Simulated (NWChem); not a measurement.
System: SiH3OBr; SMILES O[SiH2]Br

Here is an NWChem input.

```
start job
memory heap 200 mb stack 900 mb global 1100 mb
geometry units angstroms noautoz
  Si    -0.511501    -1.067807    -0.017602
  O      0.817879    -2.045173    -0.105045
  Br     0.058304     1.089859    -0.034008
  H     -1.316387    -1.348634    -1.228682
  H     -1.282331    -1.274053     1.240165
  H      1.463734    -1.988827     0.605963
end
basis spherical
  * library aug-pcseg-1
end
dft
  xc xpbe96 cpbe96
  iterations 150
  mulliken
end
task dft energy
```

Parts of the log:

```
             Northwest Computational Chemistry Package (NWChem) 7.3.0
             --------------------------------------------------------

 C1  symmetry detected

                             Geometry "geometry" -> ""
                             -------------------------

 Output coordinates in angstroms (scale by  1.889725989 to convert to a.u.)

  No.       Tag          Charge          X              Y              Z
 ---- ---------------- ---------- -------------- -------------- --------------
    1 Si                  14.0000    -0.55565704    -1.08562354     0.00576408
    2 O                    8.0000     0.73886828    -2.11021131    -0.06180707
    3 Br                  35.0000     0.09129400     1.05019775    -0.00806463
    4 H                    1.0000    -1.35408898    -1.34080793    -1.21522217
    5 H                    1.0000    -1.34986624    -1.26063638     1.25368089
    6 H                    1.0000     1.37691754    -2.07505678     0.65756295

 Effective nuclear repulsion energy (a.u.)     237.1176977439

  pbe96 is a nonlocal functional; adding pw91lda local functional.

                                 NWChem DFT Module
                                 -----------------

 Summary of "ao basis" -> "ao basis" (spherical)
 ------------------------------------------------------------------------------
       Tag                 Description            Shells   Functions and Types
 ---------------- ------------------------------  ------  ---------------------
 Si                       aug-pcseg-1               11       27   5s4p2d
 O                        aug-pcseg-1                9       23   4s3p2d
 Br                       aug-pcseg-1               14       36   6s5p3d
 H                        aug-pcseg-1                5        9   3s2p

            General Information
            -------------------
          SCF calculation type: DFT
          Wavefunction type:  closed shell.
          No. of atoms     :     6
          No. of electrons :    60
           Alpha electrons :    30
            Beta electrons :    30
          Charge           :     0
          Spin multiplicity:     1
          Use of symmetry is: off; symmetry adaption is: off
          Maximum number of iterations: 150
          AO basis - number of functions:   113
                     number of shells:    49
          Convergence on energy requested:  1.00D-06
          Convergence on density requested:  1.00D-05
          Convergence on gradient requested:  5.00D-04

              XC Information
              --------------
          PerdewBurkeErnzerhof Exchange Functional  1.000
            Perdew 1991 LDA Correlation Functional  1.000 local
           PerdewBurkeErnz. Correlation Functional  1.000 non-local

             Grid Information
             ----------------
          Grid used for XC integration:  medium
          Radial quadrature: Mura-Knowles
          Angular quadrature: Lebedev.
          Tag              B.-S. Rad. Rad. Pts. Rad. Cut. Ang. Pts.
          ---              ---------- --------- --------- ---------
          Si                  1.10       88          14.0       590
          O                   0.60       49          13.0       434
          Br                  1.15      112          14.0       590
          H                   0.35       45          15.0       434
          Grid pruning is: on
          Number of quadrature shells:   384
          Spatial weights used:  Erf1

      Superposition of Atomic Density Guess
      -------------------------------------

 Sum of atomic energies:       -2937.11233316

      Non-variational initial energy
      ------------------------------

 Total energy =   -2937.908282
 1-e energy   =   -4558.823549
 2-e energy   =    1383.797570
 HOMO         =      -0.369722
 LUMO         =       0.007896

     ---------------------------------------------
      Total Density - Mulliken Population Analysis
     ---------------------------------------------

    Atom       Charge   Shell Charges
 -----------   ------   -------------------------------------------------------
    1 Si  14    12.39   2.00  2.00  0.85  0.16  0.02  5.99  1.44 -0.14 -0.01  0.17 -0.11
    2 O    8     8.99   2.00  0.93  0.85 -0.06  3.18  1.95  0.14  0.01 -0.00
    3 Br  35    35.80   2.00  2.00  2.00  1.18  0.82  0.01  6.00  6.00  2.29  3.28  0.19 10.01  0.00  0.01
    4 H    1     1.10   0.72  0.34 -0.01  0.01  0.05
    5 H    1     1.13   0.72  0.34 -0.01  0.01  0.07
    6 H    1     0.59   0.55 -0.03 -0.02  0.05  0.04

   convergence    iter        energy       DeltaE   RMS-Dens  Diis-err
 ---------------- ----- ----------------- --------- --------- ---------
 d= 0,ls=0.0,diis     1  -2939.7615855767 -3.18D+03  2.43D-02  7.41D-01
 d= 0,ls=0.0,diis     2  -2939.5992307786  1.62D-01  1.55D-02  2.23D+00
 d= 0,ls=0.0,diis     3  -2939.8259387303 -2.27D-01  3.81D-03  9.91D-02
 d= 0,ls=0.0,diis     4  -2939.8326075812 -6.67D-03  1.86D-03  1.97D-02
 d= 0,ls=0.0,diis     5  -2939.8357439368 -3.14D-03  3.42D-04  5.31D-04
  Resetting Diis
 d= 0,ls=0.0,diis     6  -2939.8358289905 -8.51D-05  7.38D-05  1.89D-05
 d= 0,ls=0.0,diis     7  -2939.8358314443 -2.45D-06  3.95D-05  1.58D-06
 d= 0,ls=0.0,diis     8  -2939.8358313200  1.24D-07  2.02D-05  2.82D-06
 d= 0,ls=0.0,diis     9  -2939.8358316734 -3.53D-07  4.33D-06  2.02D-07

         Total DFT energy =    -2939.835831673378
      One electron energy =    -4561.194825419831
           Coulomb energy =     1505.584453454778
    Exchange-Corr. energy =     -121.343157452225
 Nuclear repulsion energy =      237.117697743899

 Numeric. integr. density =       60.000009710116

                       DFT Final Molecular Orbital Analysis
                       ------------------------------------

 Vector   28  Occ=2.000000D+00  E=-2.957878D-01
              MO Center=  2.3D-01, -1.2D+00,  1.5D-01, r^2= 3.3D+00
   Bfn.  Coefficient  Atom+Function         Bfn.  Coefficient  Atom+Function
  ----- ------------  ---------------      ----- ------------  ---------------
    34     -0.306338  2 O  pz                32      0.293237  2 O  px
    33      0.269819  2 O  py                37     -0.222560  2 O  pz
    67      0.214406  3 Br py                96      0.214287  5 H  s
    35      0.212993  2 O  px                36      0.200908  2 O  py
    64      0.183956  3 Br py                66      0.170144  3 Br px

 Vector   29  Occ=2.000000D+00  E=-2.716269D-01
              MO Center=  9.8D-02,  6.6D-01, -1.3D-02, r^2= 2.5D+00
   Bfn.  Coefficient  Atom+Function         Bfn.  Coefficient  Atom+Function
  ----- ------------  ---------------      ----- ------------  ---------------
    66      0.540879  3 Br px                63      0.469213  3 Br px
    60     -0.321093  3 Br px                33     -0.211063  2 O  py
    67     -0.200644  3 Br py                64     -0.177280  3 Br py
    36     -0.149707  2 O  py                 4      0.135276  1 Si s
    61      0.120584  3 Br py                57      0.104989  3 Br px

 Vector   30  Occ=2.000000D+00  E=-2.638425D-01
              MO Center= -1.4D-01,  5.5D-01,  2.5D-02, r^2= 2.9D+00
   Bfn.  Coefficient  Atom+Function         Bfn.  Coefficient  Atom+Function
  ----- ------------  ---------------      ----- ------------  ---------------
    68      0.568343  3 Br pz                65      0.480934  3 Br pz
    62     -0.329108  3 Br pz                96     -0.186455  5 H  s
    87      0.159426  4 H  s                 11     -0.135146  1 Si pz
    88      0.128211  4 H  s                 97     -0.127539  5 H  s
    24     -0.126508  1 Si d -1              59      0.107590  3 Br pz

 Vector   31  Occ=0.000000D+00  E=-4.474001D-02
              MO Center=  6.1D-01, -1.6D+00,  6.3D-01, r^2= 7.0D+00
   Bfn.  Coefficient  Atom+Function         Bfn.  Coefficient  Atom+Function
  ----- ------------  ---------------      ----- ------------  ---------------
    31     -0.518541  2 O  s                 12      0.496174  1 Si px
    89      0.472449  4 H  s                 30     -0.388887  2 O  s
     5     -0.382460  1 Si s                106      0.369057  6 H  s
   107      0.345615  6 H  s                  9      0.309270  1 Si px
     4      0.293375  1 Si s                 15      0.276891  1 Si px

 Vector   32  Occ=0.000000D+00  E=-3.438219D-02
              MO Center= -5.9D-01, -4.2D-01,  4.4D-02, r^2= 7.8D+00
   Bfn.  Coefficient  Atom+Function         Bfn.  Coefficient  Atom+Function
  ----- ------------  ---------------      ----- ------------  ---------------
     4      0.779351  1 Si s                  5      0.652170  1 Si s
    13      0.563616  1 Si py                10      0.479776  1 Si py
    67      0.425108  3 Br py                56     -0.414948  3 Br s
    70      0.406507  3 Br py                55     -0.377912  3 Br s
     3      0.353602  1 Si s                 98     -0.322711  5 H  s

 Vector   33  Occ=0.000000D+00  E=-1.207555D-02
              MO Center= -1.5D+00, -2.3D-01,  2.6D-01, r^2= 1.1D+01
   Bfn.  Coefficient  Atom+Function         Bfn.  Coefficient  Atom+Function
  ----- ------------  ---------------      ----- ------------  ---------------
     4      1.201490  1 Si s                  5      1.107878  1 Si s
    98     -1.102608  5 H  s                 89     -0.934410  4 H  s
    13     -0.618387  1 Si py               107     -0.551778  6 H  s
    16     -0.514314  1 Si py                97     -0.407383  5 H  s
    88     -0.386489  4 H  s                 56      0.379265  3 Br s

     ---------------------------------------------
      Total Density - Mulliken Population Analysis
     ---------------------------------------------

[...]
```

Level: PBE/aug-pcseg-1. The geometry was optimised at PBE0/def2-SVP.
